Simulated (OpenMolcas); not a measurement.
Computed levels of 5d⁴ in ions with 72 electrons, in cm-1 above ⁵D₀.

```yaml
Program: OpenMolcas
Method: CASSCF
Basis: ANO-R2
Scalar_Hamiltonian: X2C, finite nucleus
Spin-orbit_coupling: state interaction with AMFI integrals over the reference wave functions, term energies averaged over their components
```

Active space for each ion: 4 electrons in 10 orbitals (5d 6d).

| Level | W2+ | Re3+ | Ir5+ | Pt6+ | Au7+ |
| --- | --- | --- | --- | --- | --- |
| ⁵D₁ | 1702 | 2552 | 5043 | 6762 | 8733 |
| ⁵D₂ | 3695 | 5284 | 9609 | 12431 | 15582 |
| ⁵D₃ | 5659 | 7808 | 13313 | 16730 | 20448 |
| ⁵D₄ | 7506 | 10015 | 15938 | 19290 | 22746 |
| ³H₄ | 15896 | 18889 | 25374 | 29258 | 33693 |
| ³H₅ | 19005 | 23009 | 31671 | 36573 | 41894 |
| ³G₃ | 19220 | 22894 | 30526 | 34769 | 39393 |
| ³P₁(1) | 19438 | 23566 | 32526 | 37619 | 43156 |
| ³F₂(1) | 20114 | 24001 | 31922 | 36206 | 40806 |

Question: Estimate ⁵D₄, ³H₄, ³H₅ for Os4+ from its neighbours Re3+ and Ir5+.

Answer: ⁵D₄ is fine structure, which grows about as the fourth power of a screened charge, so the fourth roots are averaged: ((10015^0.25 + 15938^0.25) / 2)^4 = 12720. The calculation gives 12878, so the estimate is off by -1.2 %; the measured value is 12966 (the list in Palmeri et al., Atoms 14, 22 (2026)).
³H₄ is another term, which grows about linearly with the charge: (18889 + 25374) / 2 = 22132. The calculation gives 21970, so the estimate is off by +0.7 %; the measured value is 20374 (the list in Palmeri et al., Atoms 14, 22 (2026)).
³H₅ is another term, which grows about linearly with the charge: (23009 + 31671) / 2 = 27340. The calculation gives 27191, so the estimate is off by +0.5 %; the measured value is 25344 (the list in Palmeri et al., Atoms 14, 22 (2026)).

Mixed levels, with the weight of the term that names them: W2+ ³H₄ (66 %), W2+ ³G₃ (59 %), Re3+ ³H₄ (63 %), Re3+ ³G₃ (61 %), Os4+ ⁵D₀ (73 %), Os4+ ³H₄ (61 %), Os4+ ³G₃ (63 %), Ir5+ ⁵D₀ (68 %), Ir5+ ⁵D₄ (71 %), Ir5+ ³H₄ (59 %), Ir5+ ³G₃ (63 %), Ir5+ ³F₂(1) (71 %), Pt6+ ⁵D₀ (62 %), Pt6+ ⁵D₄ (61 %), Pt6+ ³H₄ (56 %), Pt6+ ³G₃ (63 %), Pt6+ ³P₁(1) (75 %), Pt6+ ³F₂(1) (66 %), Au7+ ⁵D₀ (58 %), Au7+ ⁵D₄ (52 %), Au7+ ³H₄ (53 %), Au7+ ³G₃ (63 %), Au7+ ³P₁(1) (71 %), Au7+ ³F₂(1) (61 %).

Without dynamic correlation excited terms often stand tens of per cent too high (terms of higher spin than the ground term too low), and those without a measured partner can miss by more than the paired ones. Active for correlation alone: 6d; no level in the range computed is led by a configuration that fills it, so any true level of that kind is missing. Some levels mix across a computed gap that differs much from the measured one, so their mixing is not that of the real levels (holds for Re3+). Computed and measured levels are paired by configuration, term and J; levels that our copy of the source lacks, or whose pairing is in doubt (as where it misses far off the trend of its configuration), stay unpaired and out of the deviations. Levels of configurations outside the active space are missing.

A number in round brackets counts repeated terms of one configuration in the order of the reference energies.
